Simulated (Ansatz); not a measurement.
System: C₆H₁₂ (charge 0, singlet). 
Coordinates optimised at B3LYP-D3(BJ)/def2-TZVP (Ansatz, a program for electronic structure):
SMILES: C1CC(CC1)C
```xyz
18

C      2.0463    -0.8288     0.2504
C      0.5927    -0.4163     0.4259
C     -0.3572    -0.9452    -0.6555
C     -1.6315    -0.0931    -0.5111
C     -1.1740     1.2371     0.1521
C      0.3448     1.0957     0.3621
H      2.4310    -0.4810    -0.7123
H      2.6786    -0.4057     1.0342
H      2.1596    -1.9147     0.2818
H      0.2371    -0.7790     1.3987
H      0.1012    -0.7800    -1.6362
H     -0.5489    -2.0159    -0.5666
H     -2.1194     0.0727    -1.4720
H     -2.3578    -0.6017     0.1251
H     -1.4197     2.1069    -0.4577
H     -1.6782     1.3740     1.1103
H      0.8868     1.5040    -0.4973
H      0.7029     1.6231     1.2480
```

Computed values are from Ansatz. Cores are frozen in the correlated levels unless marked. UHF or UKS for open shells. Spin-orbit coupling is left out. No relativistic terms. CBS marks a two-point X^-3 extrapolation of the correlation energy; Hartree-Fock from the larger set.

- atomisation energy De = 7353.4 kJ/mol at CCSD(T)/CBS(cc-pVTZ,cc-pVQZ)
- total energy = -235.5370 Eh at CCSD(T)/CBS(cc-pVTZ,cc-pVQZ)
- dipole moment = 0.10 D at CCSD(T)/aug-cc-pVDZ
- T1 diagnostic = 0.009 at CCSD/cc-pVQZ
- measured enthalpy of formation, 298 K = -106.2 kJ/mol (CRC Handbook, as tabulated in the package chemicals; older table, unchecked)
